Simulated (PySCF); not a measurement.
**Working out the ionisation energy of Cu**

Cu [Ar] 3d10 4s1 (2S) → Cu⁺ [Ar] 3d10 (1S). Computed with PySCF 2.14 in def2-TZVPPD (6s6p4d2f1g, 67 functions), with no relativity, point nucleus. Frozen: [Ar]. Energies in hartree (1 hartree = 27.21139 eV):

| part | Cu (lower) | Cu⁺ (upper) |
| --- | --- | --- |
| UHF | -1638.923229 | -1638.686537 |
| CCSD correlation | -0.418975 | -0.392301 |
| (T) | -0.017035 | -0.012872 |

Task: What does Hartree-Fock give?

Result: (-1638.686537) − (-1638.923229) = 0.236692 hartree = 6.441 eV.

Task: What do CCSD and CCSD(T) give?

Result: The CCSD correlation energies differ by 0.026674 hartree = 0.726 eV and the triples by 0.004163 hartree = 0.113 eV, so CCSD gives 7.167 eV and CCSD(T) 7.280 eV.

Measured between the centres of the two terms (NIST): 7.726 eV, so CCSD(T) (valence) is off by -0.446 eV.

The calculation is non-relativistic.

What remains against the reference includes basis incompleteness, the frozen core and higher excitations.
